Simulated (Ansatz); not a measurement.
The same path of BrFH$_{6}$O$_{2}$W (11 atoms, charge 0, multiplicity 1) was run twice with different band settings. Lost on the way: W1–F2, Br10–H11. Made: W1–Br10, F2–H11.

Method: RKS BLYP-D4/def2-SVP (Ansatz 0.2.0).

Relaxed end points:

```xyz
11
Properties=species:S:1:pos:R:3
W 0.251 -0.141 -0.040
F 0.067 -0.110 1.842
O 2.062 -0.870 0.148
H 2.323 -1.806 0.229
H -0.836 1.213 0.138
H -1.472 -0.213 -0.109
H -0.327 -1.698 -0.399
O 0.397 0.498 -1.790
H -0.014 1.238 -2.275
Br 1.984 2.572 1.032
H 1.337 2.018 2.196
```

```xyz
11
Properties=species:S:1:pos:R:3
W 0.520 0.213 -0.346
F 0.519 0.945 2.980
O 1.460 -1.062 0.636
H 1.807 -1.969 0.545
H -0.705 0.653 0.721
H -0.899 -0.744 -0.348
H 0.305 -1.112 -1.412
O -0.043 1.146 -1.866
H -0.247 0.924 -2.793
Br 2.001 2.214 0.439
H 1.053 1.494 2.418
```

Common settings: movable images 7; climbing image yes; spring 5.0 eV/Å²; optimiser quadratic models (default); start path through a guess of the saddle point; iteration limit 60; end points relaxed.

| run | force threshold |
| --- | --- |
| 1 | 0.03 eV/Å |
| 2 | 0.5 eV/Å |

Problem. What does each run give, and how far can it be trusted?

Solution. Run 1: converged after 34 iterations, highest image 0.518 eV above the first end. The profile has 2 maxima (images 2, 4) with wells between them (image 3): this band takes more than one step, which may be the mechanism or a detour left from its start path. A vibrational analysis at the climbing image gives one clearly imaginary mode, 545i cm⁻¹: a first-order saddle point.
Run 2: converged after 9 iterations, highest image 0.393 eV above the first end. The threshold of 0.5 eV/Å is loose, so the images may lie well off the minimum-energy path. The order of the stationary point at the top wasn't checked.
The orbitals stay closed-shell, which can raise the energy where a bond breaks towards radicals; this wasn't checked here.
